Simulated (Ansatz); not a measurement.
**Ligand exchange: Ge(CH3)Cl3 + KCl → GeCl4 + CH3K**

Species: Ge(CH3)Cl3, singlet; KCl, singlet; GeCl4 (germanium tetrachloride) `[Cl][Ge]([Cl])([Cl])[Cl]`, singlet; CH3K `[CH3][K]`, singlet. The partners trade CH3 for Cl: Ge–CH3 and K–Cl bonds give way to Ge–Cl and K–CH3.

Shapes, held fixed at every level: PBE0-D4/def2-TZVP. Programs: Ansatz 0.2.0. The zero-point and thermal change to 298 K, harmonic and unscaled (PBE0-D4/def2-TZVP), is -9.6 kJ/mol.

Estimate ΔH(298 K) of this reaction.

The highest level, CCSD(T)/def2-TZVPP, gives ΔH(298 K) = +247.2 kJ/mol; the levels span +241.6 to +281.9. The column of differences is taken from that level and isn't an error. No measured value is set beside it here. Relativity is left out for Ge. Outer-core shells of Ge, K are correlated, in sets that cover them unevenly.

```
                level                   kind  ΔH(298 K) (kJ/mol)  less CCSD(T)/def2-TZVPP
        HF/def2-TZVPP           Hartree–Fock              +281.9                    +34.7
 r2SCAN-D4/def2-TZVPP               meta-GGA              +253.5                     +6.3
  B3LYP-D4/def2-TZVPP          global hybrid              +241.6                     -5.6
r2SCAN0-D4/def2-TZVPP          global hybrid              +261.9                    +14.7
    B2PLYP/def2-TZVPP          double hybrid              +246.6                     -0.6
       MP2/def2-TZVPP    perturbation theory              +250.0                     +2.8
   CCSD(T)/def2-TZVPP  coupled cluster or CI              +247.2                      0.0
```
